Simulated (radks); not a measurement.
Values are calculated unless marked as measured or tabulated.
Spin polarisation of the 1s1 shell in Li2+. Start: 1s(up 0.5, down 0.5); electrons of 1s are moved from spin down to spin up, other shells keep equal spins. Level of theory: scalar-relativistic Kohn-Sham, PBE, spin-polarised, spherical densities, finite nucleus; Fermi nuclear charge, rms radius of each element as measured or else 0.836 A^(1/3) + 0.57 fm (a radial shooting solver on a logarithmic mesh with Libxc functionals).

| moment (Bohr magnetons) | E - E(0) (eV) | e(1s up) (eV) | e(1s down) (eV) |
|---|---|---|---|
| 0 | 0.000 | -98.921 | -98.921 |
| 0.25 | -0.211 | -100.46 | -97.067 |
| 0.5 | -0.857 | -101.75 | -94.721 |
| 0.75 | -1.995 | -102.82 | -91.450 |

At moment 0.75 the spin-polarisation energy is -1.995 eV and the 1s exchange splitting 11.367 eV, that is 15.156 eV per Bohr magneton; E = -I m^2/4 would give I = 14.184 eV.
